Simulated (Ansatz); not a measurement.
Ansatz results at the PBE0-D4/def2-TZVP geometry: HOMO–LUMO gap (B3LYP/def2-TZVPP) 4.39 eV; zero-point energy (PBE0-D4/def2-TZVP) 237.5 kJ/mol; size of the dipole moment (B3LYP/def2-TZVPP) 2.18 D.

Task: Which molecule gave them?
A. `CN(C)[SiH]`
B. `C=CN[SiH3]`
C. `CN1C[SiH2]1`
D. `CC[Si]N`

Result: A. The others give `CC[Si]N`: 4.58, 240.7, 1.88; `C=CN[SiH3]`: 6.03, 220.8, 0.78; `CN1C[SiH2]1`: 5.82, 227.6, 0.72.

B3LYP here is the variant with VWN-RPA as its local correlation; programs differ in this.
